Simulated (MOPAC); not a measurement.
Spectroscopic constants of TcS, multiplicity 6 (lowest of 2S+1 = 2, 4, 6, 8 at CCSD(T)/def2-TZVPP on PBE0 minima; our sources give no spin for the ground state, which may be another). No spin–orbit coupling. The T1 diagnostic near the minimum is 0.049, so single-reference values are doubtful.

Seven points along R, fitted to fifth degree in 1/R; most abundant isotopes. In def2 and cc sets the state is the lowest found near the PBE0 minimum, followed along R.

The state that PM7 reach isn't checked; PM7 holds dispersion and hydrogen-bond terms.

The values were computed with MOPAC for PM7 (differences of heats of formation). 

Energies at PM7:

```csv
R (Å),E (hartree)
1.959933,0.11671886
2.012619,0.10215124
2.061091,0.09286429
2.115885,0.08640255
2.170679,0.08353699
2.233902,0.08386871
2.307663,0.08809128
```

Problem. With a reduced mass of 24.0405 u, find the minimum, the force constant and the constants.

Solution. A fifth-degree polynomial in 1/R puts the minimum at r_e = 2.1957 Å with force constant 390 N/m. Then ω_e = (1/2πc)√(k/μ) = 525 cm⁻¹ and B_e = h/(8π²cμr_e²) = 0.1454 cm⁻¹; the cubic and quartic terms give α_e = 0.00044 and ω_e x_e = 1.4 cm⁻¹.
